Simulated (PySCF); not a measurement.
# AlF3H3P: core ionisation energies

Compound: Al(PH3)F3.
Bonds: Al1–P2, Al1–F6, Al1–F7, Al1–F8. Hydrogens: H3, H4, H5 on P2.

The calculation used delta-SCF UKS SCAN, pcX-2 on the ionised atom, pcseg-1 elsewhere, spin-free X2C (PySCF 2.14.0). Each binding energy is the total energy of the core-ionised species, with the hole localised on one atom, minus that of the ground state; both are solved self-consistently, so orbital relaxation is included.

Problem. What binding energy does each computed site have?

Solution. 
```tsv
atom(s)	bonded to	level	binding energy (eV)	2p1/2 (eV)	count
P2	3 H and Al	P 2p3/2	139.07	139.96	1
F6/F7/F8	Al	F 1s	691.46	–	3
Al1	3 F and P	Al 1s	1568.17	–	1
P2	3 H and Al	P 1s	2152.62	–	1
```

Problem. Which photon wavelength matches the P 2p3/2 of P2 threshold?

Solution. λ = hc/E = 12398.42 eV Å / 139.07 eV = 89.152 Å.

Problem. Which photon energy gives electrons from P 2p3/2 of P2 a kinetic energy of 20 eV, and what is their de Broglie wavelength?

Solution. hν = 139.07 + 20 = 159.07 eV, recoil neglected; λ = 12.264 Å/√(E/eV) = 2.74 Å.

Topologically equivalent atoms share the value of their first member; where this conformer doesn't relate them by symmetry, their own values could differ. For 2p shells one spin-free hole was relaxed; a mean-field spin–orbit operator and the ground-state splitting of the three 2p orbitals were then diagonalised within the shell. The shell's mean is (2 × 2p3/2 + 2p1/2)/3, and the degeneracies 2j + 1 give areas of 2:1. 2p1/2 minus 2p3/2 (ligand field included): P 0.89 eV. Geometry: PBE0-D3(BJ)/def2-SVP; no solvent, vibrations or thermal averaging.

Time: 28 s; peak memory 0.44 GiB. Hardware: an Intel Xeon at 2.70 GHz with one thread, shared host.
